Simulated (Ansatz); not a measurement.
Isolated molecules relaxed with PBE0-D4/def2-TZVP in Ansatz; ΔE leaves out vibrations. CCSD(T)/CBS is the MP2 limit (def2-TZVPP, def2-QZVPP) plus CCSD(T) − MP2 in def2-TZVPP, frozen cores. This one scheme is used for every species. Functionals use def2-TZVPP. For Br outer-core shells are correlated without core-valence functions, which leaves a few kJ/mol of doubt a bond. Scalar relativity is left out up to krypton. One conformer a species, not always the lowest.

Consider the ligand exchange at the Si–N bond: `N[SiH](N)[SiH3]` + HBr → `N[SiH]([SiH3])Br` + NH₃.

| level | ΔE (kJ/mol) |
| --- | --- |
| r2SCAN0 | -56.5 |
| CCSD/def2-SVP | -52.1 |

Problem. What does CCSD(T)/CBS give? (Best estimate.)

Solution. Computed: -56.3 kJ/mol. The listed levels differ from it by -0.2, 4.2 kJ/mol.

Problem. What do rigid-rotor, harmonic-oscillator terms from PBE0-D4/def2-TZVP frequencies (298.15 K, 1 bar) make of the CCSD(T)/CBS value? (An estimate is asked.)

Solution. The calculation gave: ΔZPE = +10.3 kJ/mol, ΔH = -46.1 kJ/mol, ΔS = 2 J/(mol·K), ΔG = -46.7 kJ/mol.

Largest T1 diagnostic among the species: 0.011.

At CCSD(T), def2-SVP lies +3.7 kJ/mol from the extrapolated value and def2-TZVPP +4.9 kJ/mol. Leaving LDA and LC-ωPBE aside and taking each functional with its dispersion term where it has one, the values, not all of them listed here, spread over 10.8 kJ/mol, from HSE06-D4 to CAM-B3LYP-D4. LDA lies +9.3 kJ/mol from PBE without D4.
